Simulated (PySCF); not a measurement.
**Potential energy of PrSi along the bond**

Set-up: PySCF, spin-free X2C with a Gaussian nucleus, basis sets Pr x2c-SVPall, Si x2c-SVPall. Energies in eV from Pr (4f3 6s2) + Si in their ground configurations at the same level. State: sextet, about 2.7 electrons in the 4f shell (Mulliken), real f orbitals that mix terms.

```
R (Å)     PBE
2.452  -1.913
2.566  -2.226
2.680  -2.387
2.765  -2.435
2.851  -2.435
2.937  -2.400
3.051  -2.313
3.193  -2.163
3.364  -1.953
3.592  -1.661
```

**Question.** Put a parabola through the three lowest points of the PBE curve and estimate Re, k and ωe (reduced mass 23.34 u; 1 eV/Å² = 0.16022 mdyn/Å; ωe = 1302.8·√(k/μ) cm⁻¹).

**Answer.** Through R = 2.765, 2.851, 2.937 Å the second-order coefficient is 2.37 eV/Å², so Re ≈ 2.808 Å, k ≈ 0.758 mdyn/Å and ωe ≈ 235 cm⁻¹. A polynomial fit of higher order to the unrounded PBE energies gives Re = 2.808 Å, k = 0.895 mdyn/Å, ωe = 255 cm⁻¹; anharmonicity and rounding make the difference.

The higher-order fit for each curve: PBE: Re = 2.808 Å, ωe = 255 cm⁻¹, De = 2.44 eV.

⟨S²⟩ of the unrestricted solution departs from its pure value on part of the curve, where spin states mix. Spin–orbit coupling is left out, which matters for elements this heavy, above all for dissociation energies. With d or f electrons several states lie close, and the lowest PBE0 determinant need not be the measured ground state.
